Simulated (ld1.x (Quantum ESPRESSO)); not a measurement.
## u(r) = r·R(r): atom against pseudo-atom (cobalt (Co))

Columns: radius, all-electron u(r) and pseudo u(r) of the 3d shell (level -8.23 eV) of cobalt in the configuration [Ar] 3d7 4s2 4p0; PBEsol, scalar-relativistic, RRKJ scheme, ld1.x (Quantum ESPRESSO) 7.5.

```tsv
r (bohr)	all-electron	pseudo
0.150	0.1903	0.0214
0.300	0.5755	0.1514
0.450	0.8384	0.4169
0.600	0.9431	0.7412
0.750	0.9412	0.9969
0.900	0.8848	1.0917
1.050	0.8063	1.0217
1.200	0.7226	0.8602
1.350	0.6417	0.6961
1.500	0.5672	0.5777
1.650	0.5003	0.5006
1.800	0.4409	0.4409
1.950	0.3887	0.3887
2.100	0.3428	0.3428
2.250	0.3025	0.3025
2.400	0.2671	0.2671
2.550	0.2360	0.2360
2.700	0.2086	0.2086
2.850	0.1844	0.1844
3.000	0.1631	0.1631
3.150	0.1443	0.1443
3.300	0.1277	0.1277
3.450	0.1130	0.1130
3.600	0.0999	0.0999
3.750	0.0884	0.0884
3.900	0.0782	0.0782
```

(1) How many radial nodes do the two functions have?

(2) At about which radius was the pseudo-wave matched?

(3) Is the pseudo-wave norm-conserving?

Answers

(1) The all-electron 3d function has n − l − 1 = 0; the pseudo-wave has 0.

(2) 1.75 bohr, where the columns begin to agree (steps of 0.15 bohr).

(3) Yes: the RRKJ scheme keeps the norm inside the radius equal to the all-electron one, which fixes the energy derivative of the logarithmic derivative at the level.
